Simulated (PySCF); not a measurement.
**`[SiH3]c1cccc2c1Bc1ccccc1O2`, C₁₂H₁₁BOSi**

Molfile (atoms numbered from 1):
```
C12H11BOSi
     RDKit          3D

 26 28  0  0  0  0  0  0  0  0999 V2000
   -3.1642    1.9361   -0.0409 Si  0  0  0  0  0  4  0  0  0  0  0  0
   -2.3876    0.2233    0.1588 C   0  0  0  0  0  0  0  0  0  0  0  0
   -3.2166   -0.8598    0.3917 C   0  0  0  0  0  0  0  0  0  0  0  0
   -2.7090   -2.1455    0.5479 C   0  0  0  0  0  0  0  0  0  0  0  0
   -1.3540   -2.3611    0.4721 C   0  0  0  0  0  0  0  0  0  0  0  0
   -0.4998   -1.2793    0.2371 C   0  0  0  0  0  0  0  0  0  0  0  0
   -0.9883    0.0291    0.0760 C   0  0  0  0  0  0  0  0  0  0  0  0
    0.0338    1.1458   -0.1779 B   0  0  0  0  0  0  0  0  0  0  0  0
    1.4966    0.6854   -0.2253 C   0  0  0  0  0  0  0  0  0  0  0  0
    2.5921    1.5363   -0.4440 C   0  0  0  0  0  0  0  0  0  0  0  0
    3.8836    1.0659   -0.4760 C   0  0  0  0  0  0  0  0  0  0  0  0
    4.1322   -0.2924   -0.2880 C   0  0  0  0  0  0  0  0  0  0  0  0
    3.0901   -1.1627   -0.0705 C   0  0  0  0  0  0  0  0  0  0  0  0
    1.7787   -0.6777   -0.0393 C   0  0  0  0  0  0  0  0  0  0  0  0
    0.8170   -1.6034    0.1804 O   0  0  0  0  0  0  0  0  0  0  0  0
   -2.6860    2.8414    1.0058 H   0  0  0  0  0  0  0  0  0  0  0  0
   -4.6162    1.7772    0.0999 H   0  0  0  0  0  0  0  0  0  0  0  0
   -2.8769    2.4771   -1.3708 H   0  0  0  0  0  0  0  0  0  0  0  0
   -4.2852   -0.7109    0.4550 H   0  0  0  0  0  0  0  0  0  0  0  0
   -3.3786   -2.9739    0.7291 H   0  0  0  0  0  0  0  0  0  0  0  0
   -0.9265   -3.3452    0.5883 H   0  0  0  0  0  0  0  0  0  0  0  0
   -0.2647    2.2676   -0.3258 H   0  0  0  0  0  0  0  0  0  0  0  0
    2.3964    2.5887   -0.5892 H   0  0  0  0  0  0  0  0  0  0  0  0
    4.7079    1.7425   -0.6458 H   0  0  0  0  0  0  0  0  0  0  0  0
    5.1463   -0.6634   -0.3128 H   0  0  0  0  0  0  0  0  0  0  0  0
    3.2578   -2.2186    0.0774 H   0  0  0  0  0  0  0  0  0  0  0  0
  1  2  1  0
  2  3  2  0
  3  4  1  0
  4  5  2  0
  5  6  1  0
  6  7  2  0
  7  8  1  0
  8  9  1  0
  9 10  2  0
 10 11  1  0
 11 12  2  0
 12 13  1  0
 13 14  2  0
 14 15  1  0
  7  2  1  0
 14  9  1  0
 15  6  1  0
  1 16  1  0
  1 17  1  0
  1 18  1  0
  3 19  1  0
  4 20  1  0
  5 21  1  0
  8 22  1  0
 10 23  1  0
 11 24  1  0
 12 25  1  0
 13 26  1  0
M  END
```

Theory: quadratic response revPBE/def2-SVPD first hyperpolarisability, Taylor convention, gas phase in PySCF 2.14.0. Geometry: GFN2-xTB.

Task: What is the first hyperpolarisability, and how does it disperse?

Result: In 10⁻³⁰ esu, Taylor convention; the vector part is βᵢ = ⅓ Σⱼ (βᵢⱼⱼ + βⱼᵢⱼ + βⱼⱼᵢ); β∥ is 3/5 of the vector part along the dipole, the dipole points from − to +:
```csv
process,λ (nm),β vector norm,β∥,β HRS,depolarisation ratio
"static β(0;0,0)",∞,6.78,3.97,3.00,4.11
"second harmonic β(−2ω;ω,ω)",2500,7.14,4.18,3.17,4.07
"Pockels β(−ω;ω,0)",2500,6.89,4.04,–,–
"second harmonic β(−2ω;ω,ω)",1550,7.83,4.58,3.49,3.99
"Pockels β(−ω;ω,0)",1550,7.09,4.15,–,–
"Pockels β(−ω;ω,0)",436,18.47,10.74,–,–
```

Second harmonics within 0.3 eV of the first excitation or beyond it are left out.

Task: Which lowest excitations, dipole and polarisabilities go with it?

Result: S1 3.34 eV (f = 0.038); S2 4.05 eV (f = 0.058); S3 4.19 eV (f = 0.060); dipole 1.75 D; isotropic α 194.9 au static, 195.6 au at 2500 nm, 196.8 au at 1550 nm, 197.9 au at 1250 nm, 203.2 au at 775 nm, 231.7 au at 436 nm.
